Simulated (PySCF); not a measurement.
Vertical excitation energies

C7H12O.
SMILES: `C1[C@]2(C[C@H](C2)C1)OC`

Method used: TDDFT PBE0/def2-SVPD, vertical, gas phase, core orbitals frozen in the response (PySCF 2.14.0, density-fitted response routines). Isolated species at its GFN2-xTB geometry (one conformer only).

**Question.** Predict the UV-vis stick spectrum at this level.

**Answer.** 

| state | E (eV) | E (kJ/mol) | λ (nm) | f | main configurations (H = HOMO, L = LUMO) |
| --- | --- | --- | --- | --- | --- |
| S1 | 6.81 | 657 | 182.2 | 0.0008 | H→L (92%) |
| S2 | 7.21 | 696 | 171.9 | 0.0056 | H→L+1 (89%) |
| S3 | 7.54 | 728 | 164.3 | 0.010 | H→L+2 (88%) |
| S4 | 7.75 | 748 | 159.9 | 0.0062 | H→L+3 (84%) |
| S5 | 7.97 | 769 | 155.6 | 0.011 | H-1→L (92%) |
| S6 | 8.04 | 776 | 154.2 | 0.011 | H→L+4 (86%) |

Triplets, Tamm–Dancoff:

```json
{"state": "T1", "E (eV)": "6.72", "λ (nm)": "184.5", "main configurations (H = HOMO, L = LUMO)": "H→L (88%), H→L+1 (10%)"}
{"state": "T2", "E (eV)": "7.09", "λ (nm)": "174.8", "main configurations (H = HOMO, L = LUMO)": "H→L+1 (78%), H→L (10%)"}
```

The lowest singlet comes at 182 nm (657 kJ/mol) in the vacuum ultraviolet; it is very weak; its leading configuration is HOMO→LUMO (92%). The largest oscillator strength of a single state is 0.011. Löwdin shares by element: HOMO oxygen 48%, carbon 27% or more (atoms not listed hold the other 25%); LUMO carbon 28% or more, hydrogen 8% or more (atoms not listed hold the other 64%). Weighted by f, the mean energy of these states is 7.74 eV. Orbital energies (eV): HOMO-3 -9.29, HOMO-2 -8.81, HOMO-1 -8.27, HOMO -7.13, LUMO 0.75, LUMO+1 1.09, LUMO+2 1.51. The listed states span 1.24 eV, and the widest gap between neighbours is 0.41 eV (S1 to S2). Singlets were solved by full linear response, triplets in the Tamm–Dancoff approximation.
